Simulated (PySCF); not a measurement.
**Working out the excitation energy of O(2+)**

O(2+) [He] 2s2 2p2 (3P) → O(2+) [He] 2s1 2p3 (5S). Computed with PySCF 2.14 in x2c-QZVPPall (7s4p3d2f1g, 57 functions), with the spin-free X2C one-electron Hamiltonian (Gaussian nucleus). Frozen: 1s2. Energies in hartree (1 hartree = 27.21139 eV):

```json
{"part": "UHF", "O(2+) (lower)": "-73.159140", "O(2+) (upper)": "-72.955539"}
{"part": "CCSD correlation", "O(2+) (lower)": "-0.101934", "O(2+) (upper)": "-0.034685"}
{"part": "(T)", "O(2+) (lower)": "-0.001503", "O(2+) (upper)": "-0.000137"}
```

Task: What does Hartree-Fock give?

Result: (-72.955539) − (-73.159140) = 0.203601 hartree = 5.540 eV.

Task: What do CCSD and CCSD(T) give?

Result: The CCSD correlation energies differ by 0.067249 hartree = 1.830 eV and the triples by 0.001366 hartree = 0.037 eV, so CCSD gives 7.370 eV and CCSD(T) 7.407 eV.
